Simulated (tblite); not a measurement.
Species: C5H13FSi.
Z-matrix (Å and degrees, GFN2-xTB geometry), rows numbered from 1:
```
C 
Si  1  1.8964
C   2  1.9031  1  108.98
C   3  1.5243  2  112.73  1   177.92
C   4  1.5265  3  112.45  2  -178.97
C   5  1.5207  4  112.82  3  -176.91
F   5  1.3875  4  108.79  3    62.86
H   1  1.0863  2  111.36  3   -61.10
H   1  1.0853  2  110.90  3   179.17
H   1  1.0863  2  111.67  3    59.19
H   2  1.4689  1  110.19  3   120.19
H   2  1.4708  1  110.26  3  -119.86
H   3  1.0913  2  110.01  1    56.75
H   3  1.0923  2  110.18  1   -60.25
H   4  1.0914  3  109.63  2   -58.42
H   4  1.0908  3  110.13  2    60.31
H   5  1.0986  4  110.58  3   -52.19
H   6  1.0873  5  109.88  4   -56.66
H   6  1.0871  5  110.14  4  -176.37
H   6  1.0857  5  109.85  4    63.43
```

Calculated harmonic vibrations of the isolated species, GFN2-xTB (tblite), most abundant isotopes, no scaling. Errors from tens to a few hundred cm⁻¹ against measured bands are possible. Modes of hydrogen on silicon can be 10 to 20 % off. One conformer, not necessarily the lowest.

Harmonic wavenumbers (cm⁻¹): 37.7, 67.0, 94.8, 102.1, 126.3, 183.6, 192.4, 240.5, 359.2, 437.8, 451.0, 476.1, 566.6, 678.5, 731.1, 747.2, 772.3, 791.2, 824.9, 849.3, 858.0, 915.9, 944.9, 1035.8, 1080.7, 1103.5, 1137.7, 1173.9, 1233.4, 1273.1, 1295.3, 1312.9, 1354.8, 1374.4, 1399.3, 1472.9, 1477.9, 1480.4, 1486.8, 1489.6, 1492.4, 2199.0, 2220.2, 2899.1, 2963.3, 2983.9, 2988.6, 2994.2, 3036.8, 3038.7, 3044.3, 3048.2, 3050.2, 3057.1.

A = 5567, B = 750.3, C = 695.4 MHz; mass 120.077 u (most abundant isotopes); point group C1, symmetry number 1.

Q: Zero-point energy?

A: ½Σν̃ = 36323 cm⁻¹ = 434.52 kJ/mol.

Q: What is S at 350 K and 1 bar for an ideal gas of classical rigid rotors and harmonic oscillators?

A: Translation 171.90, rotation 123.73, vibration 158.71: S = 454.3 J/(mol K).

Q: And Cp and H(350 K) − H(0)?

A: Cp = 186.03 J/(mol K), of which vibrations give 152.77 (their classical limit is 54 R = 449.0); H(350 K) − H(0) = 39.48 kJ/mol without the zero-point energy, 27.84 from vibrations.

Q: How do the functions run with temperature in this model?

A: 
| T (K) | S (J/(mol K)) | Cp (J/(mol K)) | H − H(0) (kJ/mol) | G − H(0) (kJ/mol) | ln q(vib) |
| --- | --- | --- | --- | --- | --- |
| 50 | 248.5 | 61.5 | 2.24 | -10.19 | 0.73 |
| 100 | 299.2 | 85.4 | 5.96 | -23.96 | 2.27 |
| 298.15 | 426.3 | 164.0 | 30.40 | -96.71 | 8.10 |
| 373.15 | 466.6 | 195.6 | 43.90 | -130.20 | 10.15 |
| 500 | 530.6 | 242.8 | 71.80 | -193.50 | 13.56 |
| 750 | 642.9 | 310.8 | 141.59 | -340.55 | 20.01 |
| 1000 | 739.0 | 356.5 | 225.37 | -513.58 | 26.01 |

q(vib) and H(0) count from the zero-point level.

Q: What must be added to the electronic energy to get the Gibbs energy at 350 K and 1 bar?

A: ZPE + [H(350 K) − H(0)] − T·S = 434.52 + 39.48 − 159.02 = 314.98 kJ/mol.

Q: Blend soft modes into free rotors: weight 1/[1 + (100 cm⁻¹/ν̃)⁴] for the oscillator and the rest for a rotor with moment μB/(μ + B), μ = h/(8π²ν), B = 10⁻⁴⁴ kg m². What vibrational entropy results?

A: 143.69 J/(mol K) in place of 158.71, which changes −T·S at 350 K by +5.26 kJ/mol.

Hindered rotation and anharmonicity are outside this model. Other conformers, if any are populated, would add a mixing term that is left out. The structure is chiral; the term R ln 2 for an equal mix with its mirror image is left out.
